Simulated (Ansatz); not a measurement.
Relaxation of FH5W (7 atoms, charge 0, multiplicity 1), to a largest force component of 0.03 eV/Å in at most 50 steps.

These are results of RKS LDA/def2-SVPD (Ansatz), not measurements.

```xyz
7
Properties=species:S:1:pos:R:3
W -0.274 0.000 -0.395
H 1.862 0.399 1.542
H 1.971 -0.319 1.430
H -0.383 1.440 0.523
H -1.940 -0.083 -0.586
H -0.395 -1.494 0.425
F 0.058 0.057 -2.170
```

Task: Where does it end, and by what steps?

Result: It converged. After 7 steps the energy has fallen by 2.840 eV; H3 moved furthest, 1.09 Å. Parted: H2–H3 (0.74 → 1.79 Å). Joined: W1–H2 (2.91 → 1.69 Å), W1–H3 (2.91 → 1.69 Å).

| step | energy less start (eV) | largest force component (eV/Å) | accepted |
| --- | --- | --- | --- |
| 0 | 0.0000 | 2.079 | yes |
| 1 | -0.3168 | 0.712 | yes |
| 2 | -0.7730 | 0.944 | yes |
| 3 | -1.4230 | 1.589 | yes |
| 4 | -1.9452 | 1.762 | yes |
| 5 | -2.3946 | 1.121 | yes |
| 6 | -2.7581 | 0.716 | yes |
| 7 | -2.8400 | 0.023 | yes |

```xyz
7
Properties=species:S:1:pos:R:3
W 0.188 0.009 -0.134
H 1.193 0.906 0.887
H 1.249 -0.884 0.832
H -0.487 1.428 0.489
H -1.467 -0.052 0.204
H -0.394 -1.485 0.399
F 0.617 0.077 -1.907
```

Whether the end is a true minimum wasn't checked by a vibrational analysis.

Time of the run: 10 s on 2 threads of Arm Neoverse V1, on a shared host, peak memory 0.15 GiB.
